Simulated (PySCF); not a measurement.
Estimate the missing entries of this data sheet.

CH10FNSi3.
SMILES: `CN[Si](F)([SiH3])[SiH3]`

Conformer (atom-mapped SMILES and torsion angles): `[CH3:1][NH:2][Si:3]([F:4])([SiH3:5])[SiH3:6]`: C1–N2–Si3–F4 -56°.

```json
{"property": "point group of the GFN2-xTB geometry", "level": "GFN2-xTB", "value": "C1"}
{"property": "rotational constants A, B, C of the GFN2-xTB geometry", "level": "GFN2-xTB", "value": "1.743, 1.364, 0.992 GHz"}
{"property": "dipole moment", "level": "wB97X-D/def2-SVPD", "value": "?"}
{"property": "HOMO energy", "level": "wB97X-D/def2-SVPD", "value": "-8.74 eV"}
{"property": "LUMO energy", "level": "wB97X-D/def2-SVPD", "value": "0.66 eV"}
{"property": "lowest singlet excitation", "level": "TDDFT wB97X-D/def2-SVPD", "value": "5.02 eV (247 nm, f = 0.028)"}
{"property": "strongest line among the 8 lowest singlet transitions", "level": "TDDFT wB97X-D/def2-SVPD", "value": "S8 at 7.48 eV (166 nm, f = 0.159)"}
{"property": "lowest triplet excitation (Tamm–Dancoff)", "level": "TDA wB97X-D/def2-SVPD", "value": "4.52 eV"}
{"property": "static isotropic polarisability", "level": "wB97X-D/def2-SVPD", "value": "106.7 au"}
{"property": "electronic spatial extent ⟨r²⟩ about the centre of nuclear charge", "level": "wB97X-D/def2-SVPD", "value": "1350 bohr²"}
{"property": "13C chemical shifts (computed TMS as zero) by class", "level": "GIAO PBE0/pcSseg-1", "value": "30.1 (1 C) ppm"}
{"property": "1H chemical shifts (computed TMS as zero) by class", "level": "GIAO PBE0/pcSseg-1", "value": "?"}
{"property": "isotropic shieldings of nuclei other than C and H, by class", "level": "GIAO PBE0/pcSseg-1", "value": "?"}
```

Gas-phase values; electronic properties from PySCF, density fitting. The structure is a single GFN2-xTB conformer in the gas phase; no vibrational or solvent corrections. GFN2-xTB frequencies show an imaginary mode (25i cm⁻¹), so this geometry is no minimum at that level. NMR classes are plain means over equivalent atoms (diastereotopic ones count apart unless rotation or inversion swaps them), as if these changed places fast; in this geometry the members of some classes differ.

(1) Give the isotropic shieldings of nuclei other than C and H, by class.

(2) What are the 1H chemical shifts (computed TMS as zero) by class?

(3) What is the dipole moment?

Results:

(1) 219 (1 N), 359 (1 F), 317 (1 Si), 468 (2 Si) ppm.

(2) 3.40 (6 H), 2.84 (3 H), 0.22 (1 H) ppm.

(3) 2.13 D.

No computed singlet falls in the visible range (750 to 380 nm, 1.65 to 3.26 eV); S1 lies 1.76 eV above its blue end. The principal polarisabilities are 87.3, 109.1 and 123.7 au; their mean is the isotropic value. The polarisability is 15.81 Å³ as a volume (1 au = 0.148185 Å³), or 1.44 au for each of the 74 electrons. The vertical singlet–triplet gap S1 − T1 is 0.50 eV (TDDFT singlet less Tamm–Dancoff triplet; S1: HOMO→LUMO, weight 0.95; T1: HOMO→LUMO, weight 0.90). With B = h/(8π²I), that is 505.379 GHz u Å² over I, the principal moments of inertia are 289.9, 370.6 and 509.2 u Å² (most abundant isotopes); the inertial defect Ic − Ia − Ib is -151.3 u Å² (zero for a rigid planar frame, negative otherwise). The rotational constants make it an asymmetric top with κ = (2B − A − C)/(A − C) = -0.01, midway between the prolate (−1) and oblate (+1) limits.
